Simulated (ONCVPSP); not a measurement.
palladium (Pd), ONCV: configuration errors across variants

- Element: palladium
- Generator: ONCVPSP 4.0.1
- Type: optimised norm-conserving Vanderbilt (ONCV)
- Functional: LDA (Perdew-Zunger)
- Relativity: scalar-relativistic
- Frozen core: [Ar] 3d10
- Valence charge: 18
- Reference configuration: 4s2 4p6 4d8 (charge +2)
- Partial waves: 4s: rc 1.10 bohr, ncon 4, nbas 7, qcut 5.1 1/bohr, 1 projector; 4p: rc 1.70 bohr, ncon 4, nbas 7, qcut 9.8 1/bohr, 2 projectors, debl 2.4 Ha; 4d: rc 1.55 bohr, ncon 3, nbas 8, qcut 12.3 1/bohr, 2 projectors, debl 1.2 Ha
- Local potential: polynomial inside 1.05 bohr (lpopt 5, dvloc0 -1 Ha)
- Core correction: Teter function, fcfact 4.25, rcfact 1.45

In the p channel the program set the typed energies aside and used -2.801, 0.250 Ha.

All-electron excitation energies from the reference (eV): (1) 4s2 4p6 4d10 -30.470; (2) 4s2 4p6 4d9 -21.081; (3) 4s2 4p6 4d7 34.595.

2 further variants failed, have other tests or too few solved ones, and are left out.

A true bound ghost makes a file unfit for plane-wave use even where its test errors are small: the radial tests pick states by their node count and pass the ghost by.

Errors AE − PS in meV (a dash: test not solved or not reliable):

| change | (1) | (2) | (3) | bound ghosts | GHOST(+) flags above zero |
| --- | --- | --- | --- | --- | --- |
| base | +1.3 | +1.9 | -0.9 | s | none |
| core correction none | +1.9 | +2.2 | -0.1 | s | none |
| core correction Teter function, fcfact 4.25, rcfact 1.08 | +1.8 | +2.1 | -0.3 | s | none |

Question: Give the same row for: p: nproj 3.

Answer: +1.3, +1.8, -0.9; bound ghosts: s; GHOST(+) flags above zero: none.
